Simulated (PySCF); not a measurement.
Ge(F)(Cl)(NH2)2 (ClFGeH₄N₂), SMILES [Ge]([F])([Cl])([NH2])[NH2]. Geometry optimised at TPSSh-D3(BJ)/def2-SVP. The values are those of a single conformer.

These are TPSSh-D3(BJ)/def2-SVP (PySCF) values and carry that method's errors.

Harmonic wavenumbers (cm⁻¹): 115, 149, 182, 212, 229, 248, 285, 343, 416, 570, 700, 731, 759, 857, 900, 1531, 1554, 3507, 3544, 3604, 3656. Rotational constants (GHz): 3.334, 2.072, 1.981; symmetry number 1.

Problem. Work out the zero-point energy and the ideal-gas rigid-rotor harmonic-oscillator thermochemistry at 298.15 K and 1 atm.

Solution. ZPE = ½ Σ hcν = ½ × 24091 cm⁻¹ = 144.10 kJ/mol. H − E(el) = 167.66 kJ/mol. Entropy in J/(mol K): translation 171.97, rotation 115.29, vibration 79.89, total 367.15. G − E(el) = 58.20 kJ/mol. Cp = 118.72 J/(mol K). Modes under 150 cm⁻¹ make the vibrational entropy uncertain.
